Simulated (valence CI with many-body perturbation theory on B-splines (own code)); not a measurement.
**Which ion has this spectrum?**

A relativistic CI+MBPT calculation for an atom or ion with 15 electrons gives these levels (cm⁻¹):

```
  J  Parity       E     g
3/2     odd       0  1.99
3/2     odd   39619  0.86
5/2     odd   42942  1.20
1/2     odd   69282  0.66
3/2     odd   73886  1.29
5/2    even  253966  1.60
3/2    even  261678  1.73
1/2    even  265270  2.66
3/2    even  314647  0.81
5/2    even  316046  1.20
3/2    even  361520  1.33
1/2    even  365939  1.05
1/2    even  379507  1.62
3/2    even  397409  0.42
```

The energies are calculated, with errors of perhaps 200 cm⁻¹, more in some levels.

(1) Which is it?
A. Mn10+
B. Fe11+
C. Ti7+
D. Ni13+

Results:

(1) A. Mn10+, ground level 3s2 3p3 4S°_3/2.
